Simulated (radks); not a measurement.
Values are calculated unless marked as measured or tabulated.
Q: Numerical settings for neutral molybdenum, [Kr] 4d5 5s1. Level of theory: Dirac Kohn-Sham, LDA (Slater exchange, Perdew-Wang correlation), spin-unpolarised, spherical densities, point nucleus; open shells are shared between the two j in proportion to 2j + 1 (a radial shooting solver on a logarithmic mesh with Libxc functionals). The defaults (mesh step 0.008 in ln r, mesh end at 40 bohr or more with all orbitals vanishing there, Anderson mixing 0.5 over 9 steps, residual threshold near 1e-9 with the energy settled to 1e-9 hartree or 1e-11 of itself, here a cap of 80 iterations) give E = -4045.0010 hartree and 4d5/2 at -3.852 eV in 14 iterations. Run on one thread of a shared host, so times are rough (Arm Neoverse N1): 0.18 s of CPU time, 0.18 s wall, 14 iterations on 2725 mesh points. One setting is changed at a time: mesh step in ln r 0.08; mesh step in ln r 0.003; mesh step in ln r 0.012; mesh end (bohr) 3; mesh end (bohr) 20; residual threshold 0.001; residual threshold 0.01; mixing 1; linear mixing, mixing 0.2; linear mixing, mixing 0.5; mixing history 20; iteration cap 3. Which runs fail to converge, and which converge to a wrong energy?

A: Not converged within the cap: mesh step in ln r 0.08; linear mixing, mixing 0.2; iteration cap 3. Settled on a wrong energy, with an occupied level pushed above zero by the early mesh end: mesh end (bohr) 3 (+2.1 hartree). Apart from these: no run marked as converged misses the energy by more than 1 mhartree.
